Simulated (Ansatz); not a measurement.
Consider the redistribution: `O[SiH](I)CF` + `[OH][K]` → `O[SiH](O)CF` + `[K][I]`.

Computed with Ansatz on PBE0-D4/def2-TZVP structures; ΔE is electronic, products minus reactants. CBS: MP2 limit from def2 TZ/QZ plus the TZ coupled-cluster correction, frozen cores. Functionals use def2-TZVPP. B3LYP here is the variant with VWN-RPA as its local correlation; programs differ in this. Elements past krypton have def2 core potentials. For I, K outer-core shells are correlated without core-valence functions, which leaves a few kJ/mol of doubt a bond. Scalar relativity is left out up to krypton. One conformer a species, not always the lowest.

```csv
level,ΔE (eV),difference from CCSD(T)/CBS
PBE-D4,-1.88,0.15
r2SCAN-D4,-2.12,-0.09
PBE0-D4,-2.10,-0.07
B3LYP-D4,-2.09,-0.06
ωB97X-V,-2.18,-0.15
ωB97M-V,-2.18,-0.15
B2PLYP,-2.17,-0.14
PBE,-1.92,0.11
r2SCAN,-2.13,-0.10
PBE0,-2.14,-0.11
B3LYP,-2.15,-0.12
HF/def2-TZVPP,-2.77,-0.74
MP2/def2-TZVPP,-2.14,-0.11
SCS-MP2/def2-TZVPP,-2.19,-0.16
CCSD/def2-TZVPP,-2.30,-0.27
CCSD(T)/def2-TZVPP,-2.22,-0.19
HF/def2-QZVPP,-2.71,-0.68
MP2/def2-QZVPP,-2.01,0.02
SCS-MP2/def2-QZVPP,-2.07,-0.04
HF/CBS(def2),-2.70,-0.67
MP2/CBS(def2),-1.94,0.09
CCSD/CBS(def2),-2.10,-0.07
CCSD(T)/CBS,-2.03,0
```

Largest T1 diagnostic among the species: 0.011.

The D4 term adds +0.07 eV with B3LYP and +0.04 eV with PBE0; it sums over pairs of atoms, weighted by their polarisabilities, and B3LYP, whose exchange is more repulsive, gets the larger term. In def2-TZVPP, CCSD(T) changes the Hartree–Fock value by +0.54 eV (the triples alone add +0.07 eV) and MP2 by +0.63 eV. From PBE to PBE0 (25 % exact exchange), in def2-TZVPP and without D4, ΔE moves by −0.22 eV.
